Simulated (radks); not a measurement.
O2+, configuration 1s1 2s2 2p2 3p1 (not the ground configuration). All-electron calculation, non-relativistic Kohn-Sham, TPSS, spin-unpolarised, spherical densities, point nucleus; meta-GGA in the generalised Kohn-Sham scheme. Program: a radial shooting solver on a logarithmic mesh with Libxc functionals.

Unscreened Slater integrals over Kohn-Sham orbitals (hartree). Empty in this configuration: 3s.

\begin{tabular}{lr}
integral & value \\ \hline
F0(3p,3p) & 0.30146 \\
F2(3p,3p) & 0.15710 \\
F0(3p,2p) & 0.40194 \\
F2(3p,2p) & 0.076934 \\
G0(3p,2p) & 0.030296 \\
G2(3p,2p) & 0.030981 \\
F0(3p,2s) & 0.39636 \\
G1(3p,2s) & 0.023451 \\
F0(3p,1s) & 0.44356 \\
G1(3p,1s) & 0.024966 \\
F0(3p,3s) & 0.30984 \\
G1(3p,3s) & 0.21070 \\
F0(2p,2p) & 1.0876 \\
F2(2p,2p) & 0.50847 \\
F0(2p,2s) & 1.0254 \\
G1(2p,2s) & 0.60752 \\
F0(2p,1s) & 1.5087 \\
G1(2p,1s) & 0.22236 \\
F0(2p,3s) & 0.41780 \\
G1(2p,3s) & 0.032670 \\
F0(2s,2s) & 0.98425 \\
F0(2s,1s) & 1.3831 \\
G0(2s,1s) & 0.11740 \\
F0(2s,3s) & 0.41358 \\
G0(2s,3s) & 0.026035 \\
F0(1s,1s) & 4.9041 \\
F0(1s,3s) & 0.45857 \\
G0(1s,3s) & 0.014108 \\
F0(3s,3s) & 0.31917 \\
\end{tabular}

Derived for the open shells (J is the average intra-shell exchange parameter used in DFT+U). 2p: J = F2/5 = 0.1017 hartree; in LS coupling 1D lies 6 F2/25 = 0.1220 hartree above 3P. 3p: J = F2/5 = 0.03142 hartree.
